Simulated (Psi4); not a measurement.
Br2Ge (SMILES [Br][Ge][Br]), singlet, at a GFN2-xTB geometry; B3LYP5/6-31G* (Psi4).

Input for Psi4:
```
memory 2 GB

molecule mol {
0 1
  Ge    0.016829    0.006877    1.033116
  Br    1.000092   -1.519612   -0.478604
  Br   -1.015479    1.513325   -0.465959
}

set basis 6-31g*
set reference rks

energy('b3lyp5')
print_variables()
```

It wrote (shortened):

```
   => Loading Basis Set <=

    Name: 6-31G*
    Role: ORBITAL
    Keyword: BASIS

         ---------------------------------------------------------
                                   SCF
               by Justin Turney, Rob Parrish, Andy Simmonett
                          and Daniel G. A. Smith
                              RKS Reference
         ---------------------------------------------------------

  ==> Geometry <==

    Molecular point group: cs
    Full point group: Cs

    Geometry (in Angstrom), charge = 0, multiplicity = 1:

       Center              X                  Y                   Z               Mass
    ------------   -----------------  -----------------  -----------------  -----------------
         GE           0.003560986611    -1.025390450849     0.000000000000    73.921177761000
         BR           1.819131060627     0.486554475075     0.000000000000    78.918337600000
         BR          -1.822466563278     0.473907593650     0.000000000000    78.918337600000

  Running in cs symmetry.

  Rotational constants: A =      0.14771  B =      0.03222  C =      0.02645 [cm^-1]
  Rotational constants: A =   4428.30996  B =    965.78424  C =    792.86564 [MHz]
  Nuclear repulsion =  679.708778165349372

  Charge       = 0
  Multiplicity = 1
  Electrons    = 102
  Nalpha       = 51
  Nbeta        = 51

  ==> Algorithm <==

  SCF Algorithm Type is DF.
  DIIS enabled.
  MOM disabled.
  Fractional occupation disabled.
  Guess Type is SAD.
  Energy threshold   = 1.00e-06
  Density threshold  = 1.00e-06
  Integral threshold = 1.00e-12

  ==> Primary Basis <==

  Basis Set: 6-31G*
    Blend: 6-31G*
    Number of shells: 36
    Number of basis functions: 105
    Number of Cartesian functions: 105
    Spherical Harmonics?: false
    Max angular momentum: 2

  ==> DFT Potential <==

   => LibXC <=

    Version 7.1.2
    S. Lehtola, C. Steigemann, M. J. T. Oliveira, and M. A. L. Marques,  SoftwareX 7, 1–5 (2018) (10.1016/j.softx.2017.11.002)

   => Composite Functional: B3LYP5 <=

    B3LYP5 Hyb-GGA Exchange-Correlation Functional

    P. J. Stephens, F. J. Devlin, C. F. Chabalowski, and M. J. Frisch,  J. Phys. Chem. 98, 11623 (1994) (10.1021/j100096a001)

    Deriv               =              1
    GGA                 =           TRUE
    Meta                =          FALSE

    Exchange Hybrid     =           TRUE
    MP2 Hybrid          =          FALSE

   => Exchange Functionals <=

    0.0800   Slater exchange
    0.7200         Becke 88

   => Exact (HF) Exchange <=

    0.2000               HF

   => Correlation Functionals <=

    0.1900   Vosko, Wilk & Nusair (VWN5)
    0.8100   Lee, Yang & Parr

   => LibXC Density Thresholds  <==

    XC_HYB_GGA_XC_B3LYP5:  1.00E-15

   => Molecular Quadrature <=

    Radial Scheme          =       TREUTLER
    Pruning Scheme         =           NONE
    Nuclear Scheme         =       TREUTLER

    Blocking Scheme        =         OCTREE
    BS radius alpha        =              1
    Pruning alpha          =              1
    Radial Points          =             75
    Spherical Points       =            302
    Total Points           =          63356
    Total Blocks           =            558
    Max Points             =            255
    Max Functions          =             93
    Weights Tolerance      =       1.00E-15

   => Loading Basis Set <=

    Name: (6-31G* AUX)
    Role: JKFIT
    Keyword: DF_BASIS_SCF

  ==> Integral Setup <==

  SCF_SUBTYPE=INCORE selected. In-core MEM_DF algorithm will be used.
  Using in-core AOs.

  ==> MemDFJK: Density-Fitted J/K Matrices <==

    J tasked:                   Yes
    K tasked:                   Yes
    wK tasked:                   No
    Algorithm:                 Core
    Schwarz Cutoff:           1E-12
    Mask sparsity (%):      13.3333
    Fitting Condition:        1E-10

   => Auxiliary Basis Set <=

  Basis Set: (6-31G* AUX)
    Blend: CC-PVDZ-JKFIT
    Number of shells: 141
    Number of basis functions: 627
    Number of Cartesian functions: 627
    Spherical Harmonics?: false
    Max angular momentum: 3

  Minimum eigenvalue in the overlap matrix is 6.0987704157E-04.
  Reciprocal condition number of the overlap matrix is 1.0151822082E-04.
    Using symmetric orthogonalization.

  ==> Pre-Iterations <==

  SCF Guess: Superposition of Atomic Densities via on-the-fly atomic UHF (no occupation information).

   -------------------------
    Irrep   Nso     Nmo
   -------------------------
     A'        75      75
     A"        30      30
   -------------------------
    Total     105     105
   -------------------------

  ==> Iterations <==

                           Total Energy        Delta E     RMS |[F,P]|

   @DF-RKS iter SAD: -7217.34931958478137   -7.21735e+03   0.00000e+00
   @DF-RKS iter   1: -7221.95329219660198   -4.60397e+00   4.47446e-02 ADIIS/DIIS
   @DF-RKS iter   2: -7220.01001374178213    1.94328e+00   6.52414e-02 ADIIS/DIIS
   @DF-RKS iter   3: -7223.80070395605253   -3.79069e+00   7.79961e-03 ADIIS/DIIS
   @DF-RKS iter   4: -7223.82845652719516   -2.77526e-02   3.24712e-03 ADIIS/DIIS
   @DF-RKS iter   5: -7223.84433034144149   -1.58738e-02   9.22641e-04 ADIIS/DIIS
   @DF-RKS iter   6: -7223.84872365222054   -4.39331e-03   7.97843e-05 DIIS
   @DF-RKS iter   7: -7223.84873952064208   -1.58684e-05   2.21620e-05 DIIS
   @DF-RKS iter   8: -7223.84874142918670   -1.90854e-06   2.49654e-06 DIIS
   @DF-RKS iter   9: -7223.84874145273443   -2.35477e-08   5.99710e-07 DIIS
  Energy and wave function converged.

  ==> Post-Iterations <==

   Electrons on quadrature grid:
      Ntotal   =  102.0000231114 ; deviation = 2.311e-05

    Orbital Energies [Eh]
    ---------------------

    Doubly Occupied:

[...]
    Virtual:

[...]
    Final Occupation by Irrep:
             Ap   App
    DOCC [    37,   14 ]
    NA   [    37,   14 ]
    NB   [    37,   14 ]

  @DF-RKS Final Energy: -7223.84874145273443

   => Energetics <=

    Nuclear Repulsion Energy =            679.7087781653493721
    One-Electron Energy =              -11412.9496366762468824
    Two-Electron Energy =                3719.3209054829749221
    DFT Exchange-Correlation Energy =    -209.9287884248119838
    Empirical Dispersion Energy =           0.0000000000000000
    VV10 Nonlocal Energy =                  0.0000000000000000
    Total Energy =                      -7223.8487414527344299

Computation Completed

Properties will be evaluated at   0.000000,   0.000000,   0.000000 [a0]

Properties computed using the SCF density matrix

 Multipole Moments:

 ------------------------------------------------------------------------------------
     Multipole            Electronic (a.u.)      Nuclear  (a.u.)        Total (a.u.)
 ------------------------------------------------------------------------------------

 L = 1.  Multiply by 2.5417464519 to convert [e a0] to [Debye]
 Dipole X            :          0.0080725           -0.0052743            0.0027983
 Dipole Y            :         -2.3246138            1.5187313           -0.8058825
 Dipole Z            :          0.0000000            0.0000000            0.0000000
 Magnitude           :                                                    0.8058874

 ------------------------------------------------------------------------------------

  Variable Map:
  ----------------------------------------------------------------------------
[...]
  Array Variable Map:
  ----------------------------------------------------------------------------
[...]
[...]
```
